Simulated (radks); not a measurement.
These are the eigenvalues of the occupied orbitals of an atom or ion with whole-number occupations (hartree). All-electron calculation, non-relativistic Kohn-Sham, PBE, spin-unpolarised, spherical densities, point nucleus. Program: a radial shooting solver on a logarithmic mesh with Libxc functionals.

| orbital | eigenvalue |
|---|---|
| 1s | -122.2983 |
| 2s | -17.88583 |
| 2p | -15.64623 |
| 3p | -5.27983 |

Which element is it, and in what charge state? The configuration may be excited.

Answer. Z = 18, argon, charge +8: Ar8+ in [He] 2s2 2p5 3p1. The list shows which subshells hold electrons but not how many an open one holds; the 1s level, -122.3 hartree, gives Z - s = 15.6 by -(Z - s)^2/2, which with screening narrows Z to a few neighbours, and the depths of the outer levels then fix element, charge and occupations together.
